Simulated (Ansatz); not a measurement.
n-butyl acetate (C6H12O2), singlet, geometry from GFN2-xTB; BLYP/STO-3G in Ansatz (a first-principles code).

Ansatz was given this input:
Ansatz 0.2 input:
```yaml
crystal:
  periodic: [false, false, false]
  atoms:
    - {symbol: C, position_ang: [-3.89440677, 0.59454652, -0.33914431]}
    - {symbol: C, position_ang: [-2.68001968, -0.31588928, -0.20491072]}
    - {symbol: C, position_ang: [-1.38482384, 0.48734588, -0.11951388]}
    - {symbol: C, position_ang: [-0.17218977, -0.42092200, 0.01524335]}
    - {symbol: O, position_ang: [1.00033746, 0.39177182, 0.08275542]}
    - {symbol: C, position_ang: [2.16802990, -0.25184192, 0.17766581]}
    - {symbol: C, position_ang: [3.31561892, 0.72248799, 0.23727749]}
    - {symbol: O, position_ang: [2.26799694, -1.44948390, 0.20894184]}
    - {symbol: H, position_ang: [-3.81830555, 1.20228703, -1.23782775]}
    - {symbol: H, position_ang: [-4.80696323, 0.00670346, -0.39843415]}
    - {symbol: H, position_ang: [-3.96943663, 1.25962206, 0.51805895]}
    - {symbol: H, position_ang: [-2.78316202, -0.93130463, 0.69123698]}
    - {symbol: H, position_ang: [-2.63196905, -0.98823606, -1.06403610]}
    - {symbol: H, position_ang: [-1.41976689, 1.15834622, 0.74057834]}
    - {symbol: H, position_ang: [-1.26798427, 1.09989802, -1.01525903]}
    - {symbol: H, position_ang: [-0.23298041, -1.03303909, 0.92249391]}
    - {symbol: H, position_ang: [-0.08587689, -1.09870449, -0.84185072]}
    - {symbol: H, position_ang: [3.18703026, 1.38072010, 1.09268432]}
    - {symbol: H, position_ang: [3.31828247, 1.33210993, -0.66271262]}
    - {symbol: H, position_ang: [4.25120428, 0.17893113, 0.32178314]}
basis:
  gaussian:
    orbitals: STO-3G
hamiltonian:
  xc: blyp
accuracy: high
```

The log (banner, timings and long lists left out):

```
Functional definition: BLYP
1159 factors; integrals over basis functions are off by at most 2.8e-8 eV
mean field evaluation 1: about -10369.8040 eV, gradient 3.0e1 eV
mean field evaluation 2: about -10351.0122 eV, gradient 9.4e1 eV
mean field evaluation 4: about -10372.2915 eV, gradient 4.6e0 eV
mean field evaluation 8: about -10372.1364 eV, gradient 5.5e-2 eV
mean field evaluation 16: about -10372.1364 eV, gradient 5.6e-6 eV
mean field -10372.13644477 eV, -381.1689838587 hartree, gradient 5.9e-8 eV, S^2 0.000000; 0 other end points of the search recorded, 0 dependent functions left out
reference -10372.13651024 eV, -381.1689862647 hartree; 32, 32 occupied and 20, 20 virtual orbitals, 1159 factors
Total energy: -10372.13651024 eV, -381.1689862647 hartree
```
